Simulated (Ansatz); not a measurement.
A made-up structure of Si2H2F2, closed shell:

| atom | x (Å) | y (Å) | z (Å) |
| --- | --- | --- | --- |
| F1 | 2.1078 | -1.2591 | 0.2407 |
| Si2 | 0.3926 | -0.8157 | 0.2655 |
| F3 | -0.4144 | -2.2555 | 0.9099 |
| Si4 | -0.5990 | 1.2827 | -0.3476 |
| H5 | 0.4351 | 1.9893 | -0.8468 |
| H6 | -1.9221 | 1.0584 | -0.2216 |

It is relaxed with PBE-D4/def2-SVP and then PBE0-D4/def2-TZVP (Ansatz 0.2.0). Atoms count as bonded within 1.22 times the sum of their covalent radii (H–H: 0.88 Å). The end point is not checked to be a true minimum.

Task: Does its bonding change? (A judgement: the text doesn't fix the answer.)

Result: Computed: No: no bond forms or breaks.

Where it ends: The first stage lowers the energy by 2.04 eV in 11 steps. It ends as Si₂H₂F₂ ([F][Si]([F])[SiH2]):
F1  (1.878, -1.138, 0.179)
Si2  (0.347, -0.739, 0.209)
F3  (-0.374, -2.027, 0.777)
Si4  (-0.470, 1.346, 0.233)
H5  (0.362, 1.695, -0.978)
H6  (-1.743, 0.864, -0.420)
(Å)

Labels in which every atom is bracketed show which atoms are joined, not bond orders.

For scale, one of the runs: PBE0-D4/def2-TZVP relaxation, 148 basis functions, launched by `ansatz run in.yaml --threads 2 --pin off --events-out ev --progress --plain --max-ram 4352MiB`. The run took about 57 s on 2 CPU threads of an Intel Xeon (shared host).
